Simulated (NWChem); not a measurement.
## Correlation energy of CF₂

```
C
F 1 1.2986
F 1 1.2986 2 104.83
```
Charge 0, spin multiplicity 1.

Everything below was run with NWChem. All single points use one geometry, from B3LYP/def2-SVP, a minimum by its harmonic frequencies.

Basis set: def2-SVP. Each correlation energy counts from its own Hartree-Fock reference.

The correlated methods keep 3 core orbitals frozen. The structure started from a generated list of species. Coupled-cluster values serve here as a point of comparison, not as the truth.

Q: One of these methods gave a correlation energy of -492.7 mHa. Which?
A. SCS-MP2
B. MP2
C. CCSD
D. CCSD(T)

A: C, CCSD. The others give -478.5 (MP2), -504.4 (CCSD(T)), -461.5 (SCS-MP2).
